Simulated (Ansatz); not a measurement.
Program: Ansatz. Geometries: PBE0-D4/def2-TZVP. ΔE: electronic, gas phase. CCSD(T)/CBS adds triple-zeta CCSD(T) − MP2 to the extrapolated MP2 energy (def2 sets, frozen cores). Functionals use def2-TZVPP. B3LYP here is the variant with VWN-RPA as its local correlation; programs differ in this. Each species was taken in one conformer, which may not be the lowest.

`BCO[SiH2][AlH2]` + `OC[SiH](F)F` → `BOC[SiH](F)F` + `CO[SiH2][AlH2]`  (ligand exchange at a B–C bond)

```json
{"level": "PBE-D4", "ΔE (kcal/mol)": "-35.5", "difference from CCSD(T)/CBS": "1.9"}
{"level": "r2SCAN-D4", "ΔE (kcal/mol)": "-36.4", "difference from CCSD(T)/CBS": "1.0"}
{"level": "PBE0-D4", "ΔE (kcal/mol)": "-35.7", "difference from CCSD(T)/CBS": "1.7"}
{"level": "B3LYP-D4", "ΔE (kcal/mol)": "-37.8", "difference from CCSD(T)/CBS": "-0.4"}
{"level": "ωB97X-V", "ΔE (kcal/mol)": "-36.8", "difference from CCSD(T)/CBS": "0.6"}
{"level": "ωB97M-V", "ΔE (kcal/mol)": "-36.8", "difference from CCSD(T)/CBS": "0.6"}
{"level": "B2PLYP", "ΔE (kcal/mol)": "-38.8", "difference from CCSD(T)/CBS": "-1.4"}
{"level": "PBE", "ΔE (kcal/mol)": "-35.9", "difference from CCSD(T)/CBS": "1.5"}
{"level": "r2SCAN", "ΔE (kcal/mol)": "-36.5", "difference from CCSD(T)/CBS": "0.9"}
{"level": "PBE0", "ΔE (kcal/mol)": "-36.1", "difference from CCSD(T)/CBS": "1.3"}
{"level": "B3LYP", "ΔE (kcal/mol)": "-38.4", "difference from CCSD(T)/CBS": "-1.0"}
{"level": "HF/def2-TZVPP", "ΔE (kcal/mol)": "-39.6", "difference from CCSD(T)/CBS": "-2.2"}
{"level": "MP2/def2-TZVPP", "ΔE (kcal/mol)": "-38.6", "difference from CCSD(T)/CBS": "-1.2"}
{"level": "SCS-MP2/def2-TZVPP", "ΔE (kcal/mol)": "-39.0", "difference from CCSD(T)/CBS": "-1.6"}
{"level": "CCSD/def2-TZVPP", "ΔE (kcal/mol)": "-38.1", "difference from CCSD(T)/CBS": "-0.7"}
{"level": "CCSD(T)/def2-TZVPP", "ΔE (kcal/mol)": "-38.1", "difference from CCSD(T)/CBS": "-0.7"}
{"level": "HF/def2-QZVPP", "ΔE (kcal/mol)": "-39.7", "difference from CCSD(T)/CBS": "-2.3"}
{"level": "MP2/def2-QZVPP", "ΔE (kcal/mol)": "-38.2", "difference from CCSD(T)/CBS": "-0.8"}
{"level": "SCS-MP2/def2-QZVPP", "ΔE (kcal/mol)": "-38.6", "difference from CCSD(T)/CBS": "-1.2"}
{"level": "HF/CBS(def2)", "ΔE (kcal/mol)": "-39.7", "difference from CCSD(T)/CBS": "-2.3"}
{"level": "MP2/CBS(def2)", "ΔE (kcal/mol)": "-37.8", "difference from CCSD(T)/CBS": "-0.4"}
{"level": "CCSD/CBS(def2)", "ΔE (kcal/mol)": "-37.3", "difference from CCSD(T)/CBS": "0.1"}
{"level": "CCSD(T)/CBS", "ΔE (kcal/mol)": "-37.4", "difference from CCSD(T)/CBS": "0"}
```

Largest T1 diagnostic among the species: 0.013.

In def2-TZVPP, CCSD(T) changes the Hartree–Fock value by +1.4 kcal/mol (the triples alone add −0.0 kcal/mol) and MP2 by +1.0 kcal/mol.
